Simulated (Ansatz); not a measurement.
Consider the isomerisation: `C=COBC` → `CC1CB1O`.

Computed with Ansatz on PBE0-D4/def2-TZVP structures; ΔE is electronic, products minus reactants. CCSD(T)/CBS is the MP2 limit (def2-TZVPP, def2-QZVPP) plus CCSD(T) − MP2 in def2-TZVPP, frozen cores. DFT in def2-TZVPP. B3LYP here is the variant with VWN-RPA as its local correlation; programs differ in this. One conformer a species, not always the lowest.

```json
{"level": "PBE-D4", "ΔE (kJ/mol)": "12.5", "difference from CCSD(T)/CBS": "-10.6"}
{"level": "r2SCAN-D4", "ΔE (kJ/mol)": "17.3", "difference from CCSD(T)/CBS": "-5.8"}
{"level": "PBE0-D4", "ΔE (kJ/mol)": "6.9", "difference from CCSD(T)/CBS": "-16.2"}
{"level": "B3LYP-D4", "ΔE (kJ/mol)": "32.6", "difference from CCSD(T)/CBS": "9.5"}
{"level": "ωB97X-V", "ΔE (kJ/mol)": "14.9", "difference from CCSD(T)/CBS": "-8.2"}
{"level": "ωB97M-V", "ΔE (kJ/mol)": "17.6", "difference from CCSD(T)/CBS": "-5.5"}
{"level": "B2PLYP", "ΔE (kJ/mol)": "27.1", "difference from CCSD(T)/CBS": "4.0"}
{"level": "PBE", "ΔE (kJ/mol)": "11.7", "difference from CCSD(T)/CBS": "-11.4"}
{"level": "r2SCAN", "ΔE (kJ/mol)": "17.0", "difference from CCSD(T)/CBS": "-6.1"}
{"level": "PBE0", "ΔE (kJ/mol)": "6.1", "difference from CCSD(T)/CBS": "-17.0"}
{"level": "B3LYP", "ΔE (kJ/mol)": "31.3", "difference from CCSD(T)/CBS": "8.2"}
{"level": "HF/def2-TZVPP", "ΔE (kJ/mol)": "43.8", "difference from CCSD(T)/CBS": "20.7"}
{"level": "MP2/def2-TZVPP", "ΔE (kJ/mol)": "11.4", "difference from CCSD(T)/CBS": "-11.7"}
{"level": "SCS-MP2/def2-TZVPP", "ΔE (kJ/mol)": "22.2", "difference from CCSD(T)/CBS": "-0.9"}
{"level": "CCSD/def2-TZVPP", "ΔE (kJ/mol)": "23.6", "difference from CCSD(T)/CBS": "0.5"}
{"level": "CCSD(T)/def2-TZVPP", "ΔE (kJ/mol)": "24.7", "difference from CCSD(T)/CBS": "1.6"}
{"level": "HF/def2-QZVPP", "ΔE (kJ/mol)": "44.4", "difference from CCSD(T)/CBS": "21.3"}
{"level": "MP2/def2-QZVPP", "ΔE (kJ/mol)": "10.7", "difference from CCSD(T)/CBS": "-12.4"}
{"level": "SCS-MP2/def2-QZVPP", "ΔE (kJ/mol)": "21.2", "difference from CCSD(T)/CBS": "-1.9"}
{"level": "HF/CBS(def2)", "ΔE (kJ/mol)": "44.5", "difference from CCSD(T)/CBS": "21.4"}
{"level": "MP2/CBS(def2)", "ΔE (kJ/mol)": "9.8", "difference from CCSD(T)/CBS": "-13.3"}
{"level": "CCSD/CBS(def2)", "ΔE (kJ/mol)": "22.0", "difference from CCSD(T)/CBS": "-1.1"}
{"level": "CCSD(T)/CBS", "ΔE (kJ/mol)": "23.1", "difference from CCSD(T)/CBS": "0"}
```

Largest T1 diagnostic among the species: 0.013.

From PBE to PBE0 (25 % exact exchange), in def2-TZVPP and without D4, ΔE moves by −5.6 kJ/mol. In def2-TZVPP, CCSD(T) changes the Hartree–Fock value by −19.1 kJ/mol (the triples alone add +1.2 kJ/mol) and MP2 by −32.4 kJ/mol.
